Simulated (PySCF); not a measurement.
Species: C6H6O3S.
SMILES with atom numbers: `[O:1]=[S:2](=[O:3])([OH:4])[c:5]1[cH:6][cH:7][cH:8][cH:9][cH:10]1` (hydrogens: H11 on O4; H12 on C6; H13 on C7; H14 on C8; H15 on C9; H16 on C10)

The same species was optimised twice, with GFN2-xTB and with PBE0-D3(BJ)/def2-SVP (PySCF), and the same property calculations (PySCF, gas phase) were run on both structures.

| coordinate | GFN2-xTB | PBE0-D3(BJ)/def2-SVP | change |
| --- | --- | --- | --- |
| O1=S2 (Å) | 1.433 | 1.453 | +0.020 |
| S2=O3 (Å) | 1.425 | 1.443 | +0.018 |
| C5–C6 (Å) | 1.378 | 1.394 | +0.016 |
| C5–C10 (Å) | 1.378 | 1.393 | +0.015 |
| C7–C8 (Å) | 1.387 | 1.396 | +0.009 |
| C8–C9 (Å) | 1.387 | 1.395 | +0.008 |
| C9–C10 (Å) | 1.386 | 1.393 | +0.007 |
| C6–C7 (Å) | 1.386 | 1.392 | +0.006 |
| S2–C5 (Å) | 1.774 | 1.770 | -0.004 |
| S2–O4 (Å) | 1.624 | 1.625 | +0.001 |
| O1–S2–O3 (°) | 119.4 | 122.8 | +3.4 |
| O3–S2–O4 (°) | 108.4 | 105.5 | -2.9 |
| O4–S2–C5 (°) | 99.7 | 102.2 | +2.5 |
| O1–S2–C5 (°) | 111.0 | 108.8 | -2.2 |
| O3–S2–C5 (°) | 110.2 | 108.7 | -1.5 |
| O1–S2–O4 (°) | 106.3 | 106.9 | +0.6 |
| S2–C5–C6 (°) | 118.4 | 118.9 | +0.5 |
| C6–C7–C8 (°) | 119.8 | 120.1 | +0.3 |
| O1–S2–C5–C6 (°) | 164 | 164 | 0 |

Rotational constants: A = 2672, B = 841.2, C = 737.0 MHz (GFN2-xTB) against A = 2618, B = 839.3, C = 729.4 MHz (PBE0-D3(BJ)/def2-SVP).

On the GFN2-xTB structure: HOMO (eV) -8.14 [PBE0/pcSseg-1]; LUMO (eV) -1.38 [PBE0/pcSseg-1]; dipole (D) 4.37 [PBE0/pcSseg-1]; GIAO shielding of O1/O3 (mean) (ppm) 117.6 [PBE0/pcSseg-1]; GIAO shielding of S2 (ppm) 194.6 [PBE0/pcSseg-1]; GIAO shielding of O4 (ppm) 113.9 [PBE0/pcSseg-1]; GIAO shielding of C5 (ppm) 40.9 [PBE0/pcSseg-1]; GIAO shielding of C6/C10 (mean) (ppm) 54.9 [PBE0/pcSseg-1]; GIAO shielding of C7/C9 (mean) (ppm) 52.3 [PBE0/pcSseg-1]; GIAO shielding of C8 (ppm) 47.4 [PBE0/pcSseg-1].

Problem. What do these properties become on the PBE0-D3(BJ)/def2-SVP structure?

Solution. 
```
                                    property          level  on GFN2-xTB  on PBE0-D3(BJ)/def2-SVP  change
                                   HOMO (eV)  PBE0/pcSseg-1        -8.14                    -8.13   +0.01
                                   LUMO (eV)  PBE0/pcSseg-1        -1.38                    -1.51   -0.13
                                  dipole (D)  PBE0/pcSseg-1         4.37                     4.88   +0.51
energy, GFN2-xTB geometry as zero (kcal/mol)  PBE0/pcSseg-1          0.0                     -2.1    -2.1
        GIAO shielding of O1/O3 (mean) (ppm)  PBE0/pcSseg-1        117.6                    108.7    -8.9
                  GIAO shielding of S2 (ppm)  PBE0/pcSseg-1        194.6                    182.7   -11.9
                  GIAO shielding of O4 (ppm)  PBE0/pcSseg-1        113.9                    104.9    -9.0
                  GIAO shielding of C5 (ppm)  PBE0/pcSseg-1         40.9                     38.6    -2.3
       GIAO shielding of C6/C10 (mean) (ppm)  PBE0/pcSseg-1         54.9                     51.5    -3.4
        GIAO shielding of C7/C9 (mean) (ppm)  PBE0/pcSseg-1         52.3                     49.9    -2.4
                  GIAO shielding of C8 (ppm)  PBE0/pcSseg-1         47.4                     45.3    -2.1
```

The heavy atoms differ by 0.042 Å rms after alignment. Among bonds between heavy atoms O1=S2 changes most (+0.020 Å). Changes are differences of the printed values. Neither structure is proved a minimum here.

Shape of the structure used: `[O:1]=[S:2](=[O:3])([OH:4])[c:5]1[cH:6][cH:7][cH:8][cH:9][cH:10]1`: O1–S2–C5–C6 164°, H–O4–S2–O1 20°.
